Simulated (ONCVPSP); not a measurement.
## Building the ONCV potential for nitrogen (PBE, fully relativistic).

* Element: N (Z = 7)
* Generator: ONCVPSP 4.0.1
* Type: optimised norm-conserving Vanderbilt (ONCV)
* Functional: PBE
* Relativity: fully relativistic
* Frozen core: [He]
* Valence charge: 5
* Reference configuration: 2s2 2p2.5 (charge +0.5)
* Partial waves: 2s: rc 1.00 bohr, ncon 4, nbas 8, qcut 6.7 1/bohr, local; 2p: rc 2.45 bohr, ncon 4, nbas 8, qcut 7.2 1/bohr, 2 projectors, debl 2.6 Ha; d scattering state at 0.13 Ha: rc 2.05 bohr, ncon 4, nbas 7, qcut 4.9 1/bohr, 2 projectors, debl 1.9 Ha
* Local potential: the s channel
* Core correction: none

Open shells are filled in proportion to 2j + 1.

All-electron outer shells of the reference configuration (PBE, scalar-relativistic, ld1.x):

```
shell  level (eV)  outermost node (bohr)  outermost maximum (bohr)
   1s     -392.50                      –                      0.15
   2s      -25.12                   0.32                      1.00
   2p      -13.44                      –                      0.94
```

Problem. Does the generator finish with these settings?

Solution. Yes, a potential is produced and its reference levels are reproduced.

Problem. Estimate the cutoffs (Ha) at which the residual kinetic energy of the hardest occupied pseudo-wave falls to 1 and 0.1 mHa per electron.

Solution. 39 Ha and 154 Ha.

Problem. Does the potential have ghost states?

Solution. No bound ghost flagged; no localised positive-energy state flagged.

Problem. Which valence shell sets the plane-wave cutoff?

Solution. 2s: 39 Ha for 1 mHa per electron, against 14 Ha for 2p.

Problem. Tests: 2s2 2p3; 2s2 2p2; 2s2 2p1; 2s0 2p5. Which has the largest error in its energy relative to the reference configuration, and how large is it?

Solution. 2s2 2p1, with +544 meV (all-electron minus pseudo) on +37.35 eV.
